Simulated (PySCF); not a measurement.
Cl4Se.

```xyz
5

Se     0.0000     0.0000     0.4307
Cl     1.6880     0.0000    -0.9260
Cl     0.0000     2.3264     0.4954
Cl    -1.6880     0.0000    -0.9260
Cl     0.0000    -2.3264     0.4954
```

Coordinates come from a PBE0-D3(BJ)/def2-SVP optimisation. The isomer is the one that the SMILES or the coordinates give; other isomers of the formula were not compared.

Method: PySCF with HF/pcSseg-1. Non-relativistic, no solvent.

Computed absolute GIAO shielding of each atom: isotropic value and principal components (ppm):
| atom | σ(iso) | σ11 | σ22 | σ33 | span |
|---|---|---|---|---|---|
| Se1 | 916.9 | 413.9 | 999.5 | 1337.2 | 923.4 |
| Cl2 | 283.3 | -297.2 | 187.2 | 959.9 | 1257.1 |
| Cl3 | 487.8 | 169.2 | 340.1 | 954.2 | 785.0 |
| Cl4 | 283.3 | -297.2 | 187.2 | 959.9 | 1257.1 |
| Cl5 | 487.8 | 169.2 | 340.1 | 954.2 | 785.0 |
